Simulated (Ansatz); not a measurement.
# Relaxing a trial structure of F2GeSi

The starting geometry of this gas-phase singlet was optimised with GFN2-xTB.

```
atom    x (Å)   y (Å)    z (Å)
   F  -1.7317  1.2476  -2.0563
   F  -2.2833  1.1391   0.2664
  Ge   1.1318  1.9266  -0.1166
  Si  -0.9789  1.4336  -0.6394
```

Problem. Predict what becomes of its bonds when it is optimised with r2SCAN-D4/def2-SVP.

Solution. It keeps its bonds.

The energy falls by 0.14 eV over 6 steps:

```json
{"step": "1", "E − E(last) (eV)": "0.142"}
{"step": "2", "E − E(last) (eV)": "0.037"}
{"step": "3", "E − E(last) (eV)": "0.001"}
{"step": "4", "E − E(last) (eV)": "0.001"}
{"step": "5", "E − E(last) (eV)": "0.000"}
{"step": "6", "E − E(last) (eV)": "0.000"}
```

Final geometry (Å):

```xyz
4

F    -1.6693    1.2617   -2.1447
F    -2.2668    1.1442    0.3744
Ge    1.1202    1.9242   -0.1191
Si   -1.0462    1.4170   -0.6565
```

Frequencies at the end are all real (lowest 88 cm⁻¹). Run with Ansatz 0.2.0, 13 s on 1 thread of Intel(R) Xeon(R) Platinum 8259CL CPU @ 2.50GHz (Skylake/Cascade Lake), on a shared host.
